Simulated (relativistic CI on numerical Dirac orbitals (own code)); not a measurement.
## Ga³⁺: q coefficients and field-shift factors

These numbers are calculated, not measured: Dirac-Coulomb-Breit CI, KLI orbitals optimised for each configuration, valence Slater integrals scaled by 0.85, P86 correlation energy added to each configuration, derivatives by finite differences, QED left out (own radial code, finite nucleus).

Configuration list (outside the closed core [Ar]): 3d10, 3d9 4s, 3d9 4p, 3d9 4d, 3d8 4s2, 3d9 4f, 3d8 4s 4p, 3d8 4p2. Levels of other configurations are missing.

With x = (α/α₀)² − 1 an excitation energy changes as ω = ω₀ + qx; K = 2q/ω₀ is the relative enhancement. Terms are leading LS components, so labels can repeat. The field-shift factor is F = δν/δ⟨r²⟩ for the transition from the lowest level.

Lowest level 3d10 1S_0.

```csv
Level,ω₀ (cm⁻¹),q (cm⁻¹),F (GHz/fm²)
3d9 4s 3D_3,145469,-10080,4.06
3d9 4s 3D_2,146912,-9190,4.05
3d9 4s 3D_1,148956,-6647,4.08
3d9 4s 1D_2,151977,-7299,3.96
3d9 4p 3P°_2,219232,-7075,1.06
3d9 4p 3P°_1,222155,-4175,1.06
3d9 4p 3F°_3,222469,-7541,1.06
3d9 4p 3F°_4,223526,-5599,1.05
3d9 4p 3P°_0,223897,-2168,1.07
3d9 4p 3F°_2,224716,-4755,1.07
3d9 4p 1F°_3,227673,-4337,1.06
3d9 4p 1D°_2,228332,-5879,1.06
3d9 4p 3D°_3,229199,-3802,1.06
```

Correlation outside the listed configurations is missing or only estimated: errors of thousands of cm⁻¹ between configurations and terms are usual at this charge. Rates and lifetimes follow the computed energies and can be off by large factors. The fine structure of a lone outer electron comes out too small, for d and f at times inverted, and misplaced configurations move strength between like terms.

Problem. Which transition from the lowest level has the largest |K|?

Solution. 3d9 4s 3D_3 at 145469 cm⁻¹, K = -0.139.
